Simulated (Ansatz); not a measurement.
Reaction (hydrogenolysis of a Ge–O bond): `[OH][Ge][O][SiH3]` + H₂ → `[SiH3][O][GeH]` + H₂O

Isolated molecules relaxed with PBE0-D4/def2-TZVP in Ansatz; ΔE leaves out vibrations. CCSD(T)/CBS is the MP2 limit (def2-TZVPP, def2-QZVPP) plus CCSD(T) − MP2 in def2-TZVPP, frozen cores. This one scheme is used for every species. For Ge outer-core shells are correlated without core-valence functions, which leaves a few kJ/mol of doubt a bond. Scalar relativity is left out up to krypton. One conformer a species, not always the lowest.

```csv
species,MP2/def2-TZVPP energy (Eh)
`[OH][Ge][O][SiH3]`,-2517.37071
H₂,-1.16460
`[SiH3][O][GeH]`,-2442.16995
H₂O,-76.32349
```

(1) Work out ΔE.

Largest T1 diagnostic among the species: 0.015.

## Answers

(1) ΔE = (-2442.16995) + (-76.32349) − (-2517.37071) − (-1.16460) = 0.04187 Eh = +109.9 kJ/mol. CCSD(T)/CBS gives +100.2 kJ/mol.

From BLYP to BHLYP (50 % exact exchange), in def2-TZVPP and without D4, ΔE moves by −10.7 kJ/mol. Leaving LDA and LC-ωPBE aside and taking each functional with its dispersion term where it has one, the values, not all of them listed here, spread over 14.0 kJ/mol, from HSE06-D4 to r2SCAN-D4. LDA lies +4.3 kJ/mol from PBE without D4. In def2-TZVPP, CCSD(T) changes the Hartree–Fock value by +16.9 kJ/mol (the triples alone add +5.4 kJ/mol) and MP2 by +27.0 kJ/mol.
